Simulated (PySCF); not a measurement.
Isomers of C7H9F, mass 112.069 u with the commonest isotopes. Method: CAM-B3LYP/def2-SVPD in PySCF (dipole) on a GFN2-xTB geometry, gas phase. One conformer each, none proved a minimum here; rigid rotors.

Question: Order these by dipole moment, largest first.
A. `[CH3:1][CH2:2][C:3]#[C:4]/[CH:5]=[CH:6]/[CH2:7][F:8]` with C5–C6–C7–F8 0°
B. `[CH2:1]=[CH:2][C@@H:3]1[CH:4]=[C:5]([CH3:6])[C@@H:7]1[F:8]` with C1–C2–C3–C4 -131°
C. `[CH3:1][CH2:2]/[C:3]([F:4])=[C:5]1\[CH:6]=[CH:7][CH2:8]1` with C1–C2–C3–F4 67°

Answer: A (2.15 D), B (2.00 D), C (1.62 D).

Question: Order these by radius of gyration √(Σ m r²/M), smallest first.
A. `[CH2:1]=[CH:2][C@@H:3]1[CH:4]=[C:5]([CH3:6])[C@@H:7]1[F:8]` with C1–C2–C3–C4 -131°
B. `[CH3:1][CH2:2]/[C:3]([F:4])=[C:5]1\[CH:6]=[CH:7][CH2:8]1` with C1–C2–C3–F4 67°
C. `[CH3:1][CH2:2][C:3]#[C:4]/[CH:5]=[CH:6]/[CH2:7][F:8]` with C5–C6–C7–F8 0°

Answer: A (2.032 Å), B (2.086 Å), C (2.818 Å).

Question: Order these by rotational constant C, largest first.
A. `[CH3:1][CH2:2]/[C:3]([F:4])=[C:5]1\[CH:6]=[CH:7][CH2:8]1` with C1–C2–C3–F4 67°
B. `[CH3:1][CH2:2][C:3]#[C:4]/[CH:5]=[CH:6]/[CH2:7][F:8]` with C5–C6–C7–F8 0°
C. `[CH2:1]=[CH:2][C@@H:3]1[CH:4]=[C:5]([CH3:6])[C@@H:7]1[F:8]` with C1–C2–C3–C4 -131°

Answer: C (1149 MHz), A (1078 MHz), B (571.1 MHz).

```csv
SMILES,point group,Ia (u·Å²),Ib (u·Å²),Ic (u·Å²),κ,μa (D),μb (D),μc (D)
CCC#C/C=C/CF,Cs,58.26,836.13,884.88,-0.99,1.27,1.74,0.00
CC/C(F)=C1\C=CC1,C1,123.55,382.46,468.92,-0.84,0.43,1.55,0.13
C=C[C@@H]1C=C(C)[C@@H]1F,C1,124.68,360.86,439.95,-0.83,0.93,1.62,0.74
```
